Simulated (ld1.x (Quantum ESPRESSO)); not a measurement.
**What the settings do to the RRKJ potential of Zn (Z = 30)**

Base potential:

Zn (Z = 30), norm-conserving RRKJ (Kleinman–Bylander form), made with ld1.x (Quantum ESPRESSO) 7.5 (PW91, scalar-relativistic). Core [Ne], reference 3s2 3p6 3d9 4s0 4p0 (charge +3). Waves: 3p (bound): rc 0.90 bohr; 3d (bound): rc 1.25 bohr; 3s (bound): rc 0.75 bohr. Local part: the s channel. Core correction: Bessel-smoothed model core inside 0.40 bohr.

All-electron outer shells of the reference configuration (PW91, scalar-relativistic, ld1.x):

| shell | level (eV) | outermost node (bohr) | outermost maximum (bohr) |
| --- | --- | --- | --- |
| 2p | -1047.09 | – | 0.15 |
| 3s | -171.12 | 0.28 | 0.59 |
| 3p | -125.17 | 0.25 | 0.59 |
| 3d | -50.84 | – | 0.56 |
| 4s | -35.72 | 0.83 | 1.77 |
| 4p | -26.86 | 0.89 | 2.06 |

Cutoffs, loose and tight: the cutoffs (Ry, on a coarse ladder) from which the occupation-weighted sum of valence levels, in a spherical-Bessel basis at the reference potential, stays within 10 and 1 mRy of its value at 400 Ry. They do not see the model core or the augmentation charge, which bear on the density cutoff. Test errors are all-electron minus pseudo excitation energies from the reference, over the configurations 3s2 3p6 3d10 4s2 4p0; 3s2 3p6 3d10 4s1 4p0; 3s2 3p6 3d10 4s0 4p0; 3s2 3p6 3d10 4s1 4p1; 3s2 3p6 3d10 4s1.5 4p0; 3s1 3p6 3d10 4s2 4p0; 3s2 3p6 3d9 4s2 4p0. A dash means not determined; rows that change the core or the reference have their own tests.

```tsv
change	outcome	cutoff, loose	cutoff, tight	bound ghosts	largest test error (meV)
base	generated	260 Ry	over 300 Ry	none	+354
all radii but the core radius scaled by about 0.77 (s 0.58, p 0.70, d 0.96 bohr)	generated	300 Ry	over 300 Ry	none	+174
all radii but the core radius scaled by about 0.83 (s 0.62, p 0.74, d 1.04 bohr)	generated	300 Ry	over 300 Ry	none	+165
all radii but the core radius scaled by about 0.94 (s 0.70, p 0.84, d 1.18 bohr)	generated	300 Ry	over 300 Ry	none	+233
all radii but the core radius scaled by about 1.09 (s 0.82, p 0.98, d 1.36 bohr)	generated	230 Ry	over 300 Ry	none	+571
all radii but the core radius scaled by about 1.14 (s 0.86, p 1.02, d 1.42 bohr)	generated	200 Ry	over 300 Ry	none	+786
all radii but the core radius scaled by about 1.23 (s 0.92, p 1.10, d 1.54 bohr)	generated	180 Ry	230 Ry	none	+1242
all radii but the core radius scaled by about 1.30 (s 0.98, p 1.16, d 1.62 bohr)	generated	160 Ry	200 Ry	none	+1646
all radii but the core radius scaled by about 1.38 (s 1.04, p 1.24, d 1.72 bohr)	generated	100 Ry	180 Ry	none	+2409
```

Reading the sweep of the scale of all radii but the core radius (base = 1) (base included, trends over the rows without a ghost): The loose cutoff falls from 300 Ry at 0.77 to 100 Ry at 1.38. A larger radius leaves more room for a smooth pseudo-wave, so fewer plane waves are needed; a smaller one forces it to follow the all-electron wave where it bends sharply. The median size of the test errors (rows with all tests solved) rises from 84.5 meV at 0.77 to 1305.8 meV at 1.38, with one reversal. More of the atom is replaced by a form fitted at one configuration, so other configurations suffer as the radius grows.
